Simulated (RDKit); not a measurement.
Input file for RDKit: UFF on H2O (SMILES O).

```python
from rdkit import Chem
from rdkit.Chem import AllChem, rdDetermineBonds

blocks = [
'''3

O    -0.00000000    0.00000000    0.38961139
H     0.00000000    0.76498632   -0.19485569
H     0.00000000   -0.76498632   -0.19485569
''',
]
mol = None
for b in blocks:
    f = Chem.MolFromXYZBlock(b)
    rdDetermineBonds.DetermineBonds(f, charge=0)
    mol = f if mol is None else Chem.CombineMols(mol, f)
Chem.SanitizeMol(mol)
print(Chem.MolToSmiles(Chem.RemoveHs(mol)))
ff = AllChem.UFFGetMoleculeForceField(mol, vdwThresh=100.0, ignoreInterfragInteractions=False)
e = ff.CalcEnergy()
print(f'UFF energy {e:.6f} kcal/mol')
```

The log:

```
O
UFF energy 0.859581 kcal/mol
```

The run finished.

Cost: roughly 0.010 core-seconds.
